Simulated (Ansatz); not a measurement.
The Ansatz (an electronic-structure program) input:
Ansatz 0.2 input:
```yaml
crystal:
  periodic: [false, false, false]
  atoms:
    - {symbol: Br, position_ang: [-0.00000000, -0.00000000, -0.03893503]}
    - {symbol: H, position_ang: [0.00000000, 0.00000000, 1.36272591]}
basis:
  gaussian:
    orbitals: cc-pVDZ
hamiltonian:
  xc: cam_b3lyp
```

Task: What does this run give for the number of basis functions, total energy?

Result: 
| Quantity | Result |
|---|---|
| number of basis functions | 32 |
| total energy | -2574.8520 Eh |
